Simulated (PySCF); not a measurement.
C2H6BF2N, SMILES N(B(F)F)CC.

The structure is a stationary point at PBE-D3(BJ)/def2-SVP. This is a generated structure with no PubChem entry under its InChIKey; it may be hypothetical. One conformer was computed; it need not be the lowest.

Level of theory: PBE-D3(BJ)/def2-SVP run with PySCF.

Harmonic, unscaled wavenumbers; measured fundamentals usually lie a few per cent lower.

```
mode  ν (cm⁻¹)  IR (km/mol)  moving atoms (share of kinetic energy)
----  --------  -----------  --------------------------------------
1           54          0.6          C 35 %, H 29 %, F 21 %, N 14 %
2          111          0.3          F 40 %, N 24 %, C 20 %, H 16 %
3          184          0.6                  H 48 %, F 32 %, C 12 %
4          272          0.3                  H 71 %, C 14 %, F 13 %
5          371          4.4          F 33 %, C 29 %, H 19 %, N 16 %
6          452          8.6          F 34 %, H 24 %, C 22 %, N 15 %
7          514          1.8          F 52 %, N 21 %, H 12 %, B 10 %
8          574         47.5                          H 79 %, B 11 %
9          638         76.9                   B 71 %, N 13 %, F 9 %
10         760          1.7                  H 63 %, F 19 %, C 12 %
11         815          7.5                  H 44 %, F 27 %, N 22 %
12         918         12.9          H 43 %, C 32 %, N 12 %, F 12 %
13        1056          6.8                          C 51 %, H 45 %
14        1085          6.3                          H 61 %, C 34 %
15        1141          9.3                  C 35 %, N 32 %, H 25 %
16        1239          8.5                          H 74 %, C 14 %
17        1293        118.8                          H 73 %, B 16 %
18        1331         13.0                   H 71 %, C 17 %, B 8 %
19        1354         16.6                          H 64 %, C 27 %
20        1398        166.2                  B 45 %, H 39 %, F 11 %
21        1413         12.5                                  H 97 %
22        1419         45.7                          H 85 %, B 10 %
23        1437         24.0                           H 81 %, B 9 %
24        1548        478.3                  B 44 %, N 37 %, H 15 %
25        2953         44.9                                  H 94 %
26        2968         17.4                                  H 97 %
27        3037          0.8                           H 91 %, C 9 %
28        3060         25.8                           H 91 %, C 9 %
29        3070         20.5                          H 90 %, C 10 %
30        3534         22.4                                  H 93 %
```
